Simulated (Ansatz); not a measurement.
A series at Al: from `[NH2][Al]([NH2])[NH2]`, ligands are replaced one by one, each step taking up CH₃OH and setting free NH₃; n counts the steps. Ansatz, PBE0-D4/def2-TZVP geometries. Each molecule was computed in one conformer, which needn't be the lowest.

| n | molecule | HOMO energy, ωB97M-V/def2-TZVPP (eV) |
| --- | --- | --- |
| 0 | `[NH2][Al]([NH2])[NH2]` | -9.14 |
| 1 | `C[O][Al]([NH2])[NH2]` | ? |
| 2 | `C[O][Al]([NH2])[O]C` | -9.52 |
| 3 | `C[O][Al]([O]C)[O]C` | -10.31 |

Question: By hand: fit a straight line y = ȳ + b (n − n̄) to the 3 given rows and predict n = 1.

Answer: n̄ = 1.667, ȳ = -9.657; Σ(n − n̄)(y − ȳ) = -1.687, Σ(n − n̄)² = 4.667, so b = -0.361 eV a step. Prediction: -9.657 + (-0.361) × (-0.667) = -9.42 eV.

Question: By hand: compare with the computed value, -9.28 eV, and give the steps along the whole series.

Answer: The line misses by 0.14 eV (computed minus predicted). Steps: -0.14, -0.24, -0.79 eV.

One step carries most of the change, so a line is a poor guide. The highest orbital can change its character along such a series. The miss is 12.0 % of the series' range.
